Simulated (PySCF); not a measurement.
Gas-phase reaction: 3 CH₃GeH₃ + 2 C₃H₃ (propargyl) = 3 GeH₃ + 3 C₃H₅ (allyl), at 1200 K and a standard pressure of 1 bar. Level: CCSD(T)/def2-TZVPP†.

Energies from PySCF, thermal terms from the rigid-rotor harmonic-oscillator model, ideal gas at 1 bar. S°(298 K) at PBE0/def2-TZVP differs from the NASA 1993 table for C₃H₅ (allyl) (-17 J/mol/K); whether the harmonic model or the table's entry is off was not settled. † marks an energy on the PBE0/def2-TZVP geometry and frequencies. CCSD(T) freezes the core. Open shells (unrestricted): C₃H₃ (propargyl) (multiplicity 2), GeH₃ (multiplicity 2), C₃H₅ (allyl) (multiplicity 2); the rest are closed-shell singlets. Ge: all electrons, no relativistic terms. GeH₃: computed as isolated molecules; such fragments, hydroxides, amides, oligomers or adducts are transient or little studied in the gas. CCSD(T) isn't extrapolated to the basis-set limit; its ΔH°(298 K) is 305.8 kJ in def2-SVP and 363.4 kJ in def2-TZVPP. The harmonic model lacks anharmonicity and excited electronic states, which grow with temperature; levels with a mode under 35 cm⁻¹ are left out. Internal rotation in CH₃GeH₃ is treated as a harmonic vibration of one conformer, which makes the entropy rough. Warning, large T1 diagnostic: C₃H₃ (propargyl) (CCSD(T)/def2-TZVPP†). Warning, spin contamination: C₃H₃ (propargyl), C₃H₅ (allyl) (CCSD(T)/def2-TZVPP†).

```json
[
 {"species": "CH₃GeH₃", "E (Ha)": "-2117.23788", "H(1200 K) − E (kJ/mol)": "275.5", "S°(1200 K) (J/mol/K)": "419.5"},
 {"species": "C₃H₃ (propargyl)", "E (Ha)": "-115.78033", "H(1200 K) − E (kJ/mol)": "202.4", "S°(1200 K) (J/mol/K)": "372.0"},
 {"species": "GeH₃", "E (Ha)": "-2077.34375", "H(1200 K) − E (kJ/mol)": "116.9", "S°(1200 K) (J/mol/K)": "307.7"},
 {"species": "C₃H₅ (allyl)", "E (Ha)": "-117.03435", "H(1200 K) − E (kJ/mol)": "286.5", "S°(1200 K) (J/mol/K)": "399.7"}
]
```
E: electronic energy; H − E holds the zero-point and thermal terms. 1 Ha = 2625.5 kJ/mol.

Question: Work out ΔH°, ΔS°, ΔG° and log10 K from these numbers.

Answer: 1. ΔE = 3×(-2077.34375) + 3×(-117.03435) − 3×(-2117.23788) − 2×(-115.78033) = 0.14000 Ha = 367.6 kJ.
2. Δ(H − E) = 3×(116.9) + 3×(286.5) − 3×(275.5) − 2×(202.4) = -21.1 kJ, so ΔH° = 346.5 kJ.
3. ΔS° = 3×(307.7) + 3×(399.7) − 3×(419.5) − 2×(372.0) = 119.7 J/K; the number of gas molecules changes by +1.
4. ΔG° = ΔH° − TΔS° = 346.5 − 1200×(119.7)/1000 = 202.9 kJ.
5. log10 K = −ΔG°/(RT ln 10) = -8.83, with RT ln 10 = 22.97 kJ/mol; at standard pressures the reactants are favoured.
6. A shift of 10 kJ in ΔE would move log10 K by 0.44 here.
For scale, ΔH°(298 K) is 363 kJ at this level, 347 kJ at ωB97M-V/def2-TZVP†, and runs from 121 to 399 kJ over the 20 levels computed.
